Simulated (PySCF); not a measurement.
## Bond length, frequency and bond energy of SiBi⁻ by level of theory

State: ¹Σ⁺ (singlet), closed shell. Set-up: basis Si def2-SVPD, Bi def2-SVPD with ECP60; scalar-relativistic core potentials; PySCF 2.14. De refers to Si⁻ + Bi in their high-spin ground configurations, without counterpoise correction. A positive dipole points towards Bi; it is taken about the centre of mass and depends on that origin.

| Level | Re (Å) | ωe (cm⁻¹) | De (eV) | μ (D) | CPU s a point (SCF and correlation, without the integrals) |
| --- | --- | --- | --- | --- | --- |
| RHF | 2.344 | 473 | n/a | 3.73 | 0.11 |
| RHF-MP2 | 2.426 | 386 | n/a | n/a | 0.17 |
| RHF-SCS-MP2 | 2.423 | 391 | n/a | n/a | n/a |
| RHF-CCSD | 2.398 | 420 | n/a | n/a | n/a |
| RHF-CCSD(T) | 2.423 | 395 | n/a | n/a | 1.9 |
| PBE | 2.409 | 404 | n/a | 4.27 | 1.2 |
| BLYP | 2.429 | 390 | n/a | 4.14 | 0.69 |
| BP86 | 2.412 | 401 | n/a | 4.17 | 1 |
| r²SCAN | 2.389 | 422 | n/a | 4.26 | 1.2 |
| PBE0 | 2.375 | 434 | n/a | 4.18 | 1.3 |
| M06-2X | 2.348 | 453 | n/a | 3.90 | 1.4 |
| CAM-B3LYP | 2.352 | 451 | n/a | 3.93 | 1.4 |

The bond length runs from 2.344 Å (RHF) to 2.429 Å (BLYP).

Correlated steps freeze 9 core orbitals. These are scalar-relativistic numbers at best; spin–orbit coupling would shift them, the dissociation energy most. The highest Kohn–Sham level is positive in this anion. Much of that is self-interaction error, but it also means that the finite basis helps to hold the extra electron. The CCSD T1 diagnostic is raised, a sign that a single reference may not be enough here.

The whole job (state search and all levels along the bond) took about 3.3 min on 1 thread of Arm Neoverse V1 (shared host), peak memory 0.77 GiB.
